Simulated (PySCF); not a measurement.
Spectrum to structure. Computed with TDDFT PBE0/def2-SVPD, vertical, gas phase, core orbitals frozen in the response (PySCF). Geometries: GFN2-xTB, one conformer each.

| state | E (eV) | λ (nm) | f |
| --- | --- | --- | --- |
| S1 | 5.23 | 237.0 | 0.787 |
| S2 | 5.65 | 219.3 | 0.0007 |
| S3 | 6.25 | 198.3 | 0.156 |
| S4 | 6.42 | 193.1 | 0.0023 |
| S5 | 6.74 | 183.9 | 0.0004 |
| S6 | 6.77 | 183.2 | 0.017 |

Triplets computed (Tamm–Dancoff): 3.05, 4.98 eV.

**Question.** Which candidate is it? All have the formula C6H8O2.
A. `C=C/C=C/OC(C)=O`
B. `CO/C=C1C=C/1OC`
C. `C=CCC(=O)OC=C`
D. `O=C(OC=C)/C=C/C`
E. `O=C(C(/C=C/C)=C)O`

**Answer.** A. Its S1 lies at 5.23 eV; the nearest of the others has S1 at 4.94 eV. S1 is HOMO→LUMO (92%). Löwdin shares by element: HOMO carbon 77% or more (atoms not listed hold the other 23%); LUMO carbon 62% or more (atoms not listed hold the other 38%). At the same level the other candidates give, for their lowest levels:
- `C=COC(=O)/C=C/C`: 4.94 eV (f 0.000); 5.12 eV (f 0.310); 5.97 eV (f 0.407); 7.15 eV (f 0.041); 7.25 eV (f 0.000); T1 3.71 eV; HOMO -7.34, LUMO -1.52 eV
- `CO/C=C1C=C/1OC`: 4.33 eV (f 0.032); 4.55 eV (f 0.000); 5.10 eV (f 0.011); 5.31 eV (f 0.002); 5.52 eV (f 0.000); T1 3.20 eV; HOMO -5.05, LUMO 0.33 eV
- `C=C(/C=C/C)C(=O)O`: 4.75 eV (f 0.157); 4.99 eV (f 0.037); 6.14 eV (f 0.420); 6.45 eV (f 0.002); 6.55 eV (f 0.013); T1 2.93 eV; HOMO -6.79, LUMO -1.46 eV
- `C=CCC(=O)OC=C`: 5.78 eV (f 0.001); 6.23 eV (f 0.269); 6.41 eV (f 0.111); 6.95 eV (f 0.012); 7.17 eV (f 0.029); T1 4.23 eV; HOMO -7.52, LUMO -0.55 eV

The values belong to the conformer `[CH2:1]=[CH:2]/[CH:3]=[CH:4]/[O:5][C:6]([CH3:7])=[O:8]`: C1–C2–C3–C4 180°, C3–C4–O5–C6 180°, C4–O5–C6–C7 180°.
